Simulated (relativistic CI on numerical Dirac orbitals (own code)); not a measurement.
## One change at a time: As7+

Base calculation: Dirac-Coulomb-Breit CI, KLI orbitals optimised for each configuration, model QED, unscaled Slater integrals.

Configurations in the expansion (outside the closed core [Ne]): 3s2.3p6.3d8, 3s2.3p5.3d9, 3s2.3p6.3d7.4s, 3s2.3p6.3d7.4p, 3s2.3p4.3d10, 3s.3p6.3d9, 3s2.3p6.3d6.4s2, 3s2.3p6.3d7.4d, 3s2.3p6.3d6.4s.4p, 3s2.3p6.3d7.5s, 3s2.3p6.3d6.4p2, 3s2.3p6.3d7.4f, 3s2.3p6.3d7.5p, 3s2.3p6.3d6.4s.4d, 3p6.3d10, 3s2.3p6.3d7.5d. Levels of other configurations are missing.

Variants: (1) configuration mixing switched off; (2) non-relativistic limit. Shifts of the energy above 3s2.3p6.3d8 3F_4, in cm⁻¹, for the lowest level and the first level of each name with at least 55 % of one term (blank where a level changes its place among those of its configuration and J or its character, or is not in the variant):

| Level | Base | Δ(1) | Δ(2) |
| --- | --- | --- | --- |
| 3s2.3p6.3d8 3F_4 | 0 | 0 | 0 |
| 3s2.3p6.3d8 3F_3 | 5006 | +3 | -5006 |
| 3s2.3p6.3d8 3F_2 | 7883 | +134 | -7883 |
| 3s2.3p6.3d8 1D_2 | 25393 | +3492 | -2662 |
| 3s2.3p6.3d8 3P_2 | 33402 | +3077 | -4458 |
| 3s2.3p6.3d8 3P_1 | 34109 | +2822 | -5165 |
| 3s2.3p6.3d8 3P_0 | 34715 | +2913 | -5770 |
| 3s2.3p6.3d8 1G_4 | 45107 | +41 | -3633 |
| 3s2.3p6.3d8 1S_0 | 94372 | +12684 | -4410 |
| 3s2.3p6.3d7.4s 5F_5 | 501386 | +83 | +18956 |
| 3s2.3p6.3d7.4s 5F_4 | 504677 | +105 | +15665 |
| 3s2.3p6.3d7.4s 5F_3 | 507333 | +107 | +13009 |
| 3s2.3p6.3d7.4s 5F_2 | 509213 | +108 | +11129 |
| 3s2.3p6.3d7.4s 5F_1 | 510413 | +109 | +9929 |

At this charge configurations can still be misplaced by up to about 7 % of their energy. Terms inside the open d or f shell come out 10 to 20 % too wide with unscaled integrals.

Ionisation energy from the two ground configurations alone: base 179.405 eV. The NIST ASD value (theoretical) is 180 eV.

LS names give the leading component of a level, which can be under half, so a name can repeat, a term be missing and a line seem to break the LS rules.
